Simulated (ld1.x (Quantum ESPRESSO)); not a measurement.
**Lu (Z = 71), TM semilocal: configuration errors across variants**

* Element: Lu
* Generator: ld1.x (Quantum ESPRESSO) 7.5
* Type: norm-conserving Troullier–Martins (semilocal form)
* Functional: PBEsol
* Relativity: scalar-relativistic
* Frozen core: [Kr] 4d10 4f14
* Valence charge: 11
* Reference configuration: 5s2 5p6 5d1 6s2 6p0
* Partial waves: 5p (bound): rc 1.70 bohr; 5d (bound): rc 3.10 bohr; 5s (bound): rc 1.80 bohr
* Local potential: the s channel
* Core correction: none

Occupied shells without a wave of their own: 6s. They enter only through the test configuration that unscreens the potential.

All-electron excitation energies from the reference (eV): (1) 5s2 5p6 5d1 6s1 6p0 7.389; (2) 5s2 5p6 5d1 6s0 6p0 20.609; (3) 5s2 5p6 5d0 6s0 6p0 40.513; (4) 5s2 5p6 5d2 6s0 6p0 9.893; (5) 5s2 5p6 5d1 6s0 6p2 7.072; (6) 5s2 5p5 5d1 6s2 6p0 37.080; (7) 5s2 5p6 5d0 6s2 6p0 5.292.

A semilocal file is local in each channel, so a ghost entry of none says nothing of the separable form that plane-wave codes build from it.

For the base: The 6s level has no wave, so the channel is fitted at the deeper level alone: the likely source of the large errors.

Tests that are not counted but printed errors over 1 eV. “all radii scaled by about 1.10 (s 1.98, p 1.86, d 3.40 bohr)”: 5s2 5p6 5d1 6s0 6p2 (pseudo-atom not self-consistent, printed error -950 eV). “all radii scaled by about 1.31 (s 2.36, p 2.22, d 4.04 bohr)”: 5s2 5p6 5d1 6s0 6p2 (solver errors, printed error -21.9 eV); 5s2 5p5 5d1 6s2 6p0 (converged, but collapsed or in another state, printed error -25.4 eV). “all radii scaled by about 1.39 (s 2.50, p 2.38, d 4.32 bohr)”: 5s2 5p6 5d1 6s0 6p2 (converged, but collapsed or in another state, printed error -22.6 eV).

A true bound ghost makes a file unfit for plane-wave use even where its test errors are small: the radial tests pick states by their node count and pass the ghost by. Where a test does run into it, the solver fails or the error is huge.

The file “base” misses its own reference levels by 0.9 eV. The file “all radii scaled by about 0.95 (s 1.70, p 1.62, d 2.94 bohr)” misses its own reference levels by 0.6 eV. The file “all radii scaled by about 1.10 (s 1.98, p 1.86, d 3.40 bohr)” misses its own reference levels by 1.5 eV. The file “all radii scaled by about 1.31 (s 2.36, p 2.22, d 4.04 bohr)” misses its own reference levels by 2.5 eV. The file “all radii scaled by about 1.39 (s 2.50, p 2.38, d 4.32 bohr)” misses its own reference levels by 2.7 eV.

Errors AE − PS in meV (a dash: test not solved or not reliable):

```csv
change,(1),(2),(3),(4),(5),(6),(7),bound ghosts
base,-1165,-3024,-4211,-2117,-2099,-149,-16,none
"all radii scaled by about 0.78 (s 1.40, p 1.32, d 2.40 bohr)",-180,-446,-695,-311,-300,-212,-14,none
"all radii scaled by about 0.83 (s 1.50, p 1.42, d 2.58 bohr)",-329,-832,-1237,-578,-566,-193,-14,none
"all radii scaled by about 0.95 (s 1.70, p 1.62, d 2.94 bohr)",-834,-2156,-3048,-1499,-1485,-158,-13,none
"all radii scaled by about 1.10 (s 1.98, p 1.86, d 3.40 bohr)",-1975,-5168,-6877,-3795,–,+61,+99,none
"all radii scaled by about 1.31 (s 2.36, p 2.22, d 4.04 bohr)",-14047,-8366,-9811,-6946,–,–,+820,none
"all radii scaled by about 1.39 (s 2.50, p 2.38, d 4.32 bohr)",-14729,-9123,-10364,-7706,–,+1492,+959,none
```

Task: Give the same row for: all radii scaled by about 1.22 (s 2.20, p 2.08, d 3.78 bohr).

Result: -2666, -7047, -8608, -5626, –, +815, +553; bound ghosts: p. Not counted: 5s2 5p6 5d1 6s0 6p2 (converged, but collapsed or in another state, printed error -20.5 eV).
